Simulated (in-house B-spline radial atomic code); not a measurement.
Xe⁷⁺. Computed with a B-spline radial atomic code. Model: all-electron spherical atom, spin shells full or empty, radial basis limit, no spin-orbit coupling, Breit or QED, empty-state partial waves extrapolated as (l+1/2)^-4, RPA, G0W0 and static COHSEX of the highest shell as one setting changes (uncorrelated shells keep exact exchange).

Empty levels are discrete states of a finite basis, so the steps are uneven.

Given: element Xe; charge 7; filled core Kr; hamiltonian one-electron scalar X2C; mean-field start r2SCAN; highest l of empty states 9; nuclear rms radius 4.7859 fm; lowest nl shells left uncorrelated 6; highest mean-field shell 5s up; box radius 8.41 bohr.

Shell: 4d 5 5, 5s 1 0 (electrons up and down).

```csv
highest empty level kept (hartree),RPA correlation energy (hartree),G0W0 level (eV),G0W0 minus most complete (meV),COHSEX level (eV),linearised minus solved G0W0 (meV)
21.33,-1.0014,-106.63,136.9,-108.19,14.4
42.67,?,?,?,?,?
74.67,-1.2124,-106.74,26.9,-108.52,14.9
128,-1.2421,-106.75,9.8,-108.57,14.9
213.33,-1.2517,-106.76,3.3,-108.59,15
384,-1.2545,-106.76,1.4,-108.6,15
640,-1.2557,-106.76,0.6,-108.6,15
1280,-1.2564,-106.76,0.2,-108.61,15
2560,-1.2565,-106.76,0.1,-108.61,15
5333.3,?,?,?,?,?
12800,-1.2566,-106.76,0,-108.61,15
42667,-1.2566,-106.76,0,-108.61,15
```

**Question.** What follows for highest empty level kept = 42.67?

**Answer.** RPA correlation energy -1.1376 hartree; G0W0 level -106.7 eV; G0W0 minus most complete 59.7 meV; COHSEX level -108.41 eV; linearised minus solved G0W0 14.7 meV.

**Question.** What follows for highest empty level kept = 5333.3?

**Answer.** RPA correlation energy -1.2566 hartree; G0W0 level -106.76 eV; G0W0 minus most complete 0 meV; COHSEX level -108.61 eV; linearised minus solved G0W0 15 meV.
